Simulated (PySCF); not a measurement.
Mg(Br)(OH), SMILES [OH][Mg][Br], singlet, CAM-B3LYP/def2-SVP optimised geometry.

```
4

Mg    -0.18     0.01     0.00
Br    -2.52     0.01    -0.01
O      1.56     0.01     0.00
H      2.52    -0.01     0.02
```

Density from CAM-B3LYP/def2-TZVP in PySCF at that geometry.

Minimum of the electron density along straight lines between bonded atoms, close to the bond critical point (lines longer than 1.1 times the sum of covalent radii, or with two minima, are not listed):

```json
[
 {"bond": "Mg1–Br2", "length / Å": "2.335", "ρ at the minimum / e bohr⁻³": "0.048", "∇²ρ there / e bohr⁻⁵": "0.22", "position (fraction from the first atom)": "0.38"},
 {"bond": "Mg1–O3", "length / Å": "1.747", "ρ at the minimum / e bohr⁻³": "0.083", "∇²ρ there / e bohr⁻⁵": "0.77", "position (fraction from the first atom)": "0.45"},
 {"bond": "O3–H4", "length / Å": "0.953", "ρ at the minimum / e bohr⁻³": "0.360", "∇²ρ there / e bohr⁻⁵": "-2.49", "position (fraction from the first atom)": "0.81"}
]
```
